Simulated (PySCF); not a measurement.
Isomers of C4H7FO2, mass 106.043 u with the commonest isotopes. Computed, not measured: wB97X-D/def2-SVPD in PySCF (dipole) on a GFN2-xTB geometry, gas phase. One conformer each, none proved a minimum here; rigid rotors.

Problem. Order these by rotational constant C, largest first.
A. `[O:1]=[CH:2][CH2:3][C@@H:4]([F:5])[CH2:6][OH:7]` with O1–C2–C3–C4 0°, C2–C3–C4–F5 160°, C3–C4–C6–O7 -56°, C4–C6–O7–H -61°
B. `[CH3:1][O:2][CH2:3][CH2:4][C:5](=[O:6])[F:7]` with C1–O2–C3–C4 -173°, O2–C3–C4–C5 76°, C3–C4–C5–O6 15°
C. `[F:1][C@H:2]1[CH2:3][O:4][CH2:5][CH2:6][O:7]1` with F1–C2–C3–O4 73°, C2–C3–O4–C5 53°, C3–O4–C5–C6 -58°, O4–C5–C6–O7 59°

Solution. C (2128 MHz), A (1520 MHz), B (1237 MHz).

Problem. Order these by out-of-plane moment Σ m c² = (Ia + Ib − Ic)/2, largest first.
A. `[F:1][C@H:2]1[CH2:3][O:4][CH2:5][CH2:6][O:7]1` with F1–C2–C3–O4 73°, C2–C3–O4–C5 53°, C3–O4–C5–C6 -58°, O4–C5–C6–O7 59°
B. `[CH3:1][O:2][CH2:3][CH2:4][C:5](=[O:6])[F:7]` with C1–O2–C3–C4 -173°, O2–C3–C4–C5 76°, C3–C4–C5–O6 15°
C. `[O:1]=[CH:2][CH2:3][C@@H:4]([F:5])[CH2:6][OH:7]` with O1–C2–C3–C4 0°, C2–C3–C4–F5 160°, C3–C4–C6–O7 -56°, C4–C6–O7–H -61°

Solution. C (38.55 u·Å²), A (32.30 u·Å²), B (25.37 u·Å²).

Problem. Order these by dipole moment, smallest first.
A. `[F:1][C@H:2]1[CH2:3][O:4][CH2:5][CH2:6][O:7]1` with F1–C2–C3–O4 73°, C2–C3–O4–C5 53°, C3–O4–C5–C6 -58°, O4–C5–C6–O7 59°
B. `[CH3:1][O:2][CH2:3][CH2:4][C:5](=[O:6])[F:7]` with C1–O2–C3–C4 -173°, O2–C3–C4–C5 76°, C3–C4–C5–O6 15°
C. `[O:1]=[CH:2][CH2:3][C@@H:4]([F:5])[CH2:6][OH:7]` with O1–C2–C3–C4 0°, C2–C3–C4–F5 160°, C3–C4–C6–O7 -56°, C4–C6–O7–H -61°

Solution. C (1.69 D), A (1.93 D), B (3.58 D).

```csv
SMILES,point group,Ia (u·Å²),Ib (u·Å²),Ic (u·Å²),κ,μa (D),μb (D),μc (D)
COCCC(=O)F,C1,82.36,377.05,408.66,-0.96,2.39,2.31,1.32
O=CC[C@@H](F)CO,C1,130.81,278.81,332.51,-0.75,0.22,1.10,1.27
F[C@H]1COCCO1,C1,125.60,176.48,237.47,-0.22,1.39,0.21,1.33
```
